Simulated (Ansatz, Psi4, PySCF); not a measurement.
hydrogen selenide (H2Se), singlet, at a GFN2-xTB geometry. Base run: R2SCAN/cc-pVTZ (PySCF).

PySCF was given this input:
```python
from pyscf import gto, scf, dft

mol = gto.Mole()
mol.atom = '''
    Se   -0.002122    0.055731   -0.001401
    H    -0.991565   -0.986707    0.017580
    H     1.063712   -0.908138    0.030069
'''
mol.basis = 'cc-pvtz'
mol.charge = 0
mol.spin = 0
mol.verbose = 4
mol.build()

mf = dft.RKS(mol)
mf.xc = 'r2scan'
mf.kernel()
```

The same geometry, method and basis name were run in Ansatz (an electronic-structure program) and Psi4 and PySCF, at each program's defaults and at the settings that a row names. The base is PySCF at its defaults. Differences at the defaults can come from grids, fitting, cores and function types together. The rows with settings made alike still differ; the cause (another SCF solution, basis table, core potential or functional code) wasn't traced.

```
code and settings                                                                             ΔE vs base (µEh)  basis functions       E (Eh)  SCF cycles  dipole (D)
--------------------------------------------------------------------------------------------  ----------------  ---------------  -----------  ----------  ----------
PySCF, defaults (exact integrals, its default grid, spherical functions)                                   0.0               71  -2402.77882           8        0.84
Psi4, defaults (density fitting with its default set, its default grid, spherical functions)              -420               71  -2402.77924           7        0.84
Ansatz, defaults (factorised integrals, its default grid, spherical functions)                            92.4               71  -2402.77873           -           -
PySCF, density fitting with def2-universal-jkfit                                                         -28.1               71  -2402.77885           8        0.84
PySCF, fine grid                                                                                          53.8               71  -2402.77877           8        0.84
Psi4, exact integrals, spherical functions, fine grid                                                      496               71  -2402.77833           9        0.84
Ansatz, high accuracy                                                                                     92.9               71  -2402.77873           -           -
```
